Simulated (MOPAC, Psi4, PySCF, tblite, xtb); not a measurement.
Dimer C3H9Al ··· COS (SMILES [CH3][Al]([CH3])[CH3] and O=C=S) at R = 3.74 Å between the centres of mass, closest contact 2.06 Å (lowest of the rigid-body minima from ten starts at GFN2-xTB). Geometry in Å and degrees:

```
Al
C 1 1.9664
H 2 1.1023 1 113.80
H 2 1.1055 3 107.61 1 123.36
H 2 1.1057 3 107.55 4 113.47
C 1 1.9664 2 119.99 3 -0.78
H 6 1.1023 1 113.81 2 -178.26
H 6 1.1055 7 107.65 1 -123.46
H 6 1.1057 7 107.51 8 -113.47
C 1 1.9664 2 120.00 3 179.21
H 10 1.1023 1 113.81 2 -0.87
H 10 1.1055 11 107.61 1 123.35
H 10 1.1057 11 107.55 12 113.47
O 1 2.0623 2 90.26 3 -90.36
C 14 1.1555 1 172.20 2 121.35
S 15 1.5622 8 128.14 6 -152.45
```

Computed with: GFN2-xTB (tblite); SAPT0/jun-cc-pVDZ, frozen core (Psi4); revPBE/def2-TZVP, counterpoise-corrected (Psi4); revPBE-D3(BJ)/def2-TZVP, counterpoise-corrected (Psi4); PBE/def2-TZVP, counterpoise-corrected (Psi4); PBE-D3(BJ)/def2-TZVP, counterpoise-corrected (Psi4); HF/aug-cc-pVDZ, counterpoise-corrected (Psi4); MP2/aug-cc-pVDZ = DF-MP2/aug-cc-pVDZ, frozen core, counterpoise-corrected (Psi4); SCS-MP2/aug-cc-pVDZ = DF-SCS-MP2/aug-cc-pVDZ, frozen core, counterpoise-corrected (Psi4); PM6, restricted, heats of formation (MOPAC); AM1, restricted, heats of formation (MOPAC); GFN1-xTB (xtb); RKS-B3LYP/6-31G* = restricted B3LYP/6-31G*, spherical d, no counterpoise correction in PySCF; RKS-B3LYP/LANL2DZ = restricted B3LYP/LANL2DZ, with its core potentials past Ne, no counterpoise correction run with PySCF; RKS-B3LYP/6-311+G** = restricted B3LYP/6-311+G**, spherical d, no counterpoise correction (PySCF); RHF/LANL2DZ = restricted Hartree-Fock/LANL2DZ, with its core potentials past Ne, no counterpoise correction in PySCF.

Question: What interaction energy does each level give?

Answer: 
```tsv
method	E_int / kJ/mol
GFN1-xTB	-67.14
GFN2-xTB	-38.19
SAPT0/jun-cc-pVDZ	0.97
RKS-B3LYP/LANL2DZ	3.92
PBE-D3(BJ)/def2-TZVP	4.28
RHF/LANL2DZ	9.59
PM6	9.61
revPBE-D3(BJ)/def2-TZVP	10.96
MP2/aug-cc-pVDZ	12.13
RKS-B3LYP/6-31G*	12.74
PBE/def2-TZVP	13.90
RKS-B3LYP/6-311+G**	16.99
SCS-MP2/aug-cc-pVDZ	18.70
revPBE/def2-TZVP	30.87
HF/aug-cc-pVDZ	34.10
AM1	56.94
```
